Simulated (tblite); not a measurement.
**Question.** What does the GFN2-xTB structure of `C=Cc1ccc2c(c1)sc1ccccc12` look like in three dimensions?

**Answer.** 
```xyz
25
C14H10S angstrom
C     -4.8448    0.4166    0.3238
C     -3.9708   -0.5563    0.0929
C     -2.5190   -0.4365    0.0716
C     -1.7541   -1.5844   -0.1875
C     -0.3788   -1.5488   -0.2243
C      0.2869   -0.3465    0.0002
C     -0.4808    0.8023    0.2600
C     -1.8605    0.7701    0.2971
S      0.5076    2.2251    0.5199
C      1.9648    1.2854    0.2815
C      3.2599    1.7725    0.3409
C      4.3039    0.8929    0.1281
C      4.0583   -0.4506   -0.1399
C      2.7678   -0.9346   -0.1985
C      1.6980   -0.0685    0.0127
H     -4.5485    1.4313    0.5267
H     -5.9049    0.2293    0.3182
H     -4.3401   -1.5557   -0.1038
H     -2.2653   -2.5202   -0.3624
H      0.1862   -2.4463   -0.4257
H     -2.4092    1.6757    0.4996
H      3.4412    2.8158    0.5489
H      5.3208    1.2531    0.1704
H      4.8894   -1.1204   -0.3030
H      2.5811   -1.9773   -0.4066
```

Any rigid rotation of these coordinates is as good. Atoms count from 1 in this order. The 5-membered ring C6–C7–S9–C10–C15 has internal angles of 90.8° to 112.6°; it is planar, 0.00 Å rms from its mean plane, widest ring torsion 0°. The 15 heavy atoms lie in one plane (0.001 Å rms). Of the pairs four or more bonds apart, H16···H21 is among the closest relative to their van der Waals radii: 2.15 Å, 90 % of the sum of Bondi's values. The 6-membered ring C10–C11–C12–C13–C14–C15 has internal angles of 118.4° to 121.6° (sum 720°, against 720° for a flat polygon); it is planar, 0.00 Å rms from its mean plane, widest ring torsion 0°.

Bonds between heavy atoms (Å): C1=C2 1.328, C2–C3 1.457, C3–C4 1.404, C4–C5 1.376, C5–C6 1.393, C6–C7 1.406, C7–C8 1.381, C7–S9 1.752, S9–C10 1.750, C10–C11 1.385, C11–C12 1.382, C12–C13 1.392, C13–C14 1.380, C14–C15 1.392, C3–C8 1.393, C10–C15 1.406, C6–C15 1.438.

Structure optimised with GFN2-xTB, isolated species.

Point group: Cs (every atom within 0.08 Å of its image). Its GFN2-xTB frequencies are all real (lowest 19 cm⁻¹). The numbers are those of one conformer (C1–C2–C3–C4 180°).

These are computed values.
